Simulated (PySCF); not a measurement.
C5H4F2S.
Bonds: F1–C2, C2–C3, C3–C4 (aromatic), C4–C5 (aromatic), C5–C6 (aromatic), C6–F7, C6–S8 (aromatic), C3–S8 (aromatic). Hydrogens: H9, H10 on C2; H11 on C4; H12 on C5.

The closed-shell SCF was solved with PySCF and density fitting under several settings on one GFN2-xTB geometry (grid level 2 and gas phase unless stated).

| settings | basis functions | SCF cycles | E (Eh) | HOMO (eV) | LUMO (eV) | dipole (D) |
| --- | --- | --- | --- | --- | --- | --- |
| CAM-B3LYP/def2-SVPD | 205 | 13 | -790.2451 | -8.12 | 0.28 | 0.61 |
| B97-2/6-31G, IEF-PCM water, fitting basis def2-qzvpp-jkfit | 84 | 10 | -790.5322 | -6.38 | -0.32 | 0.89 |
| PBE0/3-21G, level shift 0.2 Eh | 84 | 11 | -786.0899 | -6.65 | -0.27 | 0.46 |

Estimate the rows for these settings: (1) B97-2/6-31G*, energy threshold 1e-11 Eh, fitting basis def2-qzvpp-jkfit; (2) OLYP/6-31G, fitting basis def2-qzvpp-jkfit.

| settings | basis functions | SCF cycles | E (Eh) | HOMO (eV) | LUMO (eV) | dipole (D) |
| --- | --- | --- | --- | --- | --- | --- |
| B97-2/6-31G*, energy threshold 1e-11 Eh, fitting basis def2-qzvpp-jkfit | 124 | 13 | -790.6507 | -6.24 | -0.30 | 0.43 |
| OLYP/6-31G, fitting basis def2-qzvpp-jkfit | 84 | 10 | -790.5252 | -5.36 | -0.97 | 0.48 |

Over all rows, what range does the HOMO–LUMO gap span?

From 4.39 eV (OLYP/6-31G, fitting basis def2-qzvpp-jkfit) to 8.40 eV (CAM-B3LYP/def2-SVPD). The functional of the narrowest has no exact exchange, that of the widest range-separated exact exchange.

Cycle counts include a coarse-grid stage where the run had one. All basis functions are spherical, in the Pople sets too. The structure is a single GFN2-xTB conformer; no vibrational corrections.

The values belong to the conformer `[F:1][CH2:2][c:3]1[cH:4][cH:5][c:6]([F:7])[s:8]1`: F1–C2–C3–C4 0°.
